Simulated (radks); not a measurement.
Results of a calculation; reference values are marked as such.
Ionisation of Ir, [Xe] 4f14 5d7 6s2, to Ir+, [Xe] 4f14 5d7 6s1, under several functionals. Dirac Kohn-Sham, spin-unpolarised, spherical densities, finite nucleus; open shells are shared between the two j in proportion to 2j + 1; a radial shooting solver on a logarithmic mesh with Libxc functionals. Known Delta-SCF values: LDA (Slater exchange, Perdew-Zunger correlation) 10.187 eV. What does BP86 give, and what is its highest occupied eigenvalue?

Answer. 10.068 eV by Delta-SCF; the 6s1/2 eigenvalue is -6.506 eV. NIST: 8.967 eV (measured).

Beside tabulated values, note that spin-unpolarised runs miss the spin-polarisation part of the exchange energy of open shells.
